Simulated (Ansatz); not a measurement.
The cluster Rb5H4, relaxed as a doublet with UKS B3LYP-D4/def2-SVP in Ansatz, starting from the GFN1-xTB geometry. Force threshold 0.02 eV/Å.

In the def2 sets Rb takes a core potential; there is no spin–orbit coupling. The relaxation made no stability test and no search for a lower SCF solution. The structure comes from a short search, and lower isomers may exist.

Start:

Cartesian coordinates in Å:
```
Rb 0.1006 1.0302 -1.7653
Rb 2.2221 0.4699 3.5872
Rb 2.7682 3.4263 0.1646
Rb -2.8264 -2.0463 -2.1500
Rb -0.5223 -1.6243 1.4057
H 0.6545 -1.4703 3.5946
H -2.1939 -2.8100 0.0883
H 1.4635 3.0968 -1.9224
H -1.6663 -0.0722 -3.0025
```

Question: Estimate the energy that the relaxation releases and the steps that it takes.

Answer: 22.4 kcal/mol, in 17 steps; 74 s on 4 threads of Arm Neoverse V1 on a shared host. The force fell under the threshold at step 16, but the optimiser went on. No frequencies were taken in this run, so the end may be a saddle point.

Question: Does the start keep its bonding?

Answer: Bonds lost: Rb1–Rb5 (atoms count from 1). Metal–metal contacts that move far: Rb2–Rb5 4.08 to 5.06 Å, Rb1–Rb4 4.26 to 5.13 Å, Rb4–Rb5 4.26 to 5.11 Å.

Question: Predict the relaxed structure.

Answer: 
Cartesian coordinates in Å:
```
Rb -0.078 2.215 -3.674
Rb 2.294 0.417 3.867
Rb 2.944 3.578 0.145
Rb -2.560 -1.939 -1.980
Rb -1.128 -3.151 2.772
H 0.683 -1.618 3.913
H -2.228 -3.021 0.397
H 1.671 3.413 -2.110
H -1.599 0.106 -3.330
```
Bond lengths (bridged metal pairs left out): 1 × Rb–Rb 4.93 Å; 8 × H–Rb 2.60 to 2.63 Å.
